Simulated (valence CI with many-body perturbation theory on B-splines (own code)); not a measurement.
The numbers below are computed, except where a source is named.
## Run record, Rb XXV

Level of theory: relativistic CI+MBPT: three valence electrons over a frozen Dirac-Fock core [Ne], radial functions for each j: 11 s, 11 p, 9 d, 7 f, 5 g, 2 h, 1 i, with the one-electron correlation potential Σ1 (screened to all orders), the two-electron term Σ2, the three-electron term Σ3, Breit, model QED; selected single and double excitations, second order for the rest (own B-spline code, finite nucleus).

Command, and the settings that its task file holds:

```sh
python run_cv.py task.json out
```

```
atom Rb  Z=37  mass_number=85  rms_radius_fm=4.2036
core [Ne]
valence 3s2 3p1
avg = 1
basis = L
breit = 1
cap = 40000
capref = 1200
cscale = 1
de = 0.0
dress = 0
eps = 2e-08
h = 0.27
hh = 1
l2 = 3
lcore = 6
maxit = 60
n2 = 5
natural = 1
nlev = 60
nno = [7, 7, 6, 5, 4, 2, 1]
nroot = 26
nsp = [4, 4, 3, 2, 1, 0, 0]
pt2 = 1
qed = 1
rpa = 1
s1 = 1
s2 = 1
s3 = 1
screen = 1
tol = 2e-05
```

It took 110 s on 1 thread of Arm Neoverse V1 (shared host).

Log. The first blocks belong to the next ion, which gives the ionisation energy. Fields: 2J, parity (1 odd), roots, reference size, generating configurations, candidates as configurations/state functions, variational space P, stored matrix elements, Davidson steps; e2 is the range of second-order energies in hartree. The first line gives the box (bohr), its intervals, the orbitals and the steps of their self-consistent field. Window is the range of levels sought, series limit the energy at which the first omitted orbital would enter, core excitation an estimate of the first excitation out of the core, left out the lowest levels not solved, and shifts from estimates the range by which levels moved from their first estimate, all in cm⁻¹.

```
rmax 4.6 intervals 59 orbitals 81 references ['3s2 3p', '3s 3p2', '3s2 3d', '3p3', '3s 3p 3d'] scf 4 t 1.0
2J=0 par=0 roots 2 ref 20 generators 4 cand 362/362 P 358/358 nnz 0 it 0
2J=0 par=0 roots 2 ref 20 generators 7 cand 24/24 P 378/378 nnz 0 it 0
   second order: generators 7 cand 4/4 e2 -0.00000 -0.00000
reference levels 731, estimated 125, window 2026904 1/cm; series limit 7092423, core excitation 14295090
2J=1 par=1 roots 7 ref 59 generators 11 cand 3587/5466 P 3718/5605 nnz 4.2e+06 it 5
2J=1 par=1 roots 7 ref 59 generators 15 cand 3876/6158 P 4482/6847 nnz 6.1e+06 it 4
   second order: generators 24 cand 7902/12466 e2 -0.00001 -0.00000
2J=3 par=1 roots 12 ref 93 generators 14 cand 5465/11394 P 3841/8000 nnz 8.6e+06 it 5
2J=3 par=1 roots 12 ref 93 generators 18 cand 5565/12891 P 5438/11675 nnz 1.8e+07 it 5
   second order: generators 26 cand 9008/21658 e2 -0.00002 -0.00000
2J=1 par=0 roots 9 ref 59 generators 12 cand 3577/5477 P 3961/6081 nnz 5e+06 it 5
2J=1 par=0 roots 9 ref 59 generators 15 cand 3628/5696 P 4558/7029 nnz 6.6e+06 it 5
   second order: generators 23 cand 5069/8104 e2 -0.00001 -0.00000
2J=3 par=0 roots 13 ref 93 generators 15 cand 5422/11369 P 3754/8000 nnz 8.7e+06 it 5
2J=3 par=0 roots 13 ref 93 generators 20 cand 5614/12867 P 5566/11992 nnz 1.9e+07 it 5
   second order: generators 33 cand 7521/18254 e2 -0.00001 -0.00000
2J=5 par=0 roots 12 ref 95 generators 14 cand 6003/14152 P 3460/8000 nnz 8.8e+06 it 5
2J=5 par=0 roots 12 ref 95 generators 17 cand 5170/13393 P 5746/13833 nnz 2.5e+07 it 7
   second order: generators 32 cand 8219/23455 e2 -0.00001 -0.00000
2J=5 par=1 roots 9 ref 88 generators 11 cand 6080/14134 P 3492/7998 nnz 8.8e+06 it 6
2J=5 par=1 roots 9 ref 88 generators 13 cand 6543/17700 P 5374/12870 nnz 2.2e+07 it 8
   second order: generators 26 cand 10017/29084 e2 -0.00002 -0.00000
2J=7 par=1 roots 5 ref 64 generators 8 cand 5760/13866 P 3397/8000 nnz 9.1e+06 it 5
2J=7 par=1 roots 5 ref 64 generators 10 cand 4899/13622 P 4665/11369 nnz 1.8e+07 it 4
   second order: generators 21 cand 7832/24285 e2 -0.00002 -0.00001
2J=9 par=1 roots 2 ref 33 generators 4 cand 4756/11407 P 2533/5918 nnz 5.4e+06 it 4
2J=9 par=1 roots 2 ref 33 generators 5 cand 3344/8019 P 3540/8565 nnz 1.1e+07 it 4
   second order: generators 11 cand 5133/14392 e2 -0.00002 -0.00001
2J=7 par=0 roots 7 ref 68 generators 7 cand 5677/13819 P 3284/7999 nnz 9.2e+06 it 5
2J=7 par=0 roots 7 ref 68 generators 13 cand 6390/18045 P 5001/12548 nnz 2.2e+07 it 5
   second order: generators 25 cand 9917/30780 e2 -0.00002 -0.00000
2J=9 par=0 roots 4 ref 42 generators 5 cand 4681/11416 P 2965/7038 nnz 8.3e+06 it 4
2J=9 par=0 roots 4 ref 42 generators 11 cand 5702/15954 P 3904/9388 nnz 1.3e+07 it 4
   second order: generators 20 cand 7461/22778 e2 -0.00003 -0.00001
left out: unestimated 2946450, estimated 2189019, shifts from estimates -7 to 76
operators 0.9
```

The Davidson iterations converged.

No measured levels were compared; by estimate levels of excited configurations hold to 0.05 to 0.15 % of their energy, terms of the ground configuration to about 0.5 %.

| Item | Value |
| --- | --- |
| Valence energy | -134.8794 hartree |
| Ionisation energy | 1134.6 eV (NIST: 1125 ± 5 eV (semi-empirical)) |
| Reference configurations for the orbitals | 3s2 3p, 3s 3p2, 3s2 3d, 3p3, 3s 3p 3d |
| Radial orbitals | 81 |
| Box radius | 4.584 bohr |
| Largest variational space | 13833 |
| Lowest levels | 3s²3p ²P°_1/2 0, 3s²3p ²P°_3/2 111190, 3s3p² ⁴P_1/2 432520, 3s3p² ⁴P_3/2 493860, 3s3p² ⁴P_5/2 533480, 3s3p² ²D_3/2 614970, 3s3p² ²D_5/2 654260, 3s3p² ²P_1/2 693000, 3s3p² ²S_1/2 803920, 3s3p² ²P_3/2 812850, 3s²3d ²D_3/2 887370, 3s²3d ²D_5/2 901830, 3p³ ²D°_3/2 1104100, 3p³ ²D°_5/2 1161000 cm⁻¹ |

Names give the largest LS component (configuration and term), which can be under half, so a name can repeat, a term be missing and a line seem to break the LS rules; names also repeat where a configuration has a term twice.
